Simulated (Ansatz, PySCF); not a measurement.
Complex: aminoborane (SMILES BN) (first 6 atoms) with H2O (SMILES O); geometry from B3LYP-D3(BJ)/def2-TZVP.
(charge 0, multiplicity 1):
```csv
atom,x (Å),y (Å),z (Å)
B,0.5618,-0.4926,-0.1492
N,-0.5118,0.2576,0.2974
H,0.7441,-0.6378,-1.3199
H,1.2952,-0.9858,0.6582
H,-0.6978,0.4053,1.2812
H,-1.1661,0.7046,-0.3237
O,-0.1924,0.1566,3.3144
H,0.7599,0.1767,3.1646
H,-0.3897,-0.7570,3.5488
```

Basis-set superposition error: the interaction energy with monomers in their own basis, and in the dimer's basis (counterpoise).

Programs: Ansatz (an electronic-structure program); PySCF for 6-31G* rows. Values without a source in brackets are computed.

| level | uncorrected (meV) | counterpoise (meV) | difference |
|---|---|---|---|
| HF/6-31G* | -181.0 | -120.9 | 60.0 |
| HF/aug-cc-pVQZ | -81.0 | -79.8 | 1.2 |
| SVWN5/def2-TZVPPD | -285.1 | -282.4 | 2.7 |
| PBE/def2-TZVPPD | -160.5 | -158.7 | 1.8 |
| revPBE/def2-TZVPPD | -88.4 | -86.7 | 1.7 |
| B3LYP/def2-TZVPPD | -127.7 | -126.0 | 1.7 |
| B2PLYP/def2-TZVPPD | -149.1 | -142.9 | 6.2 |
| MP2/6-31G* | -280.6 | -169.2 | 111.3 |
| MP2/aug-cc-pVDZ | -188.5 | -149.8 | 38.6 |
| MP2/aug-cc-pVQZ | -176.9 | -167.3 | 9.6 |

The error is largest for MP2/6-31G* (111.3 meV) and smallest for HF/aug-cc-pVQZ (1.2 meV).
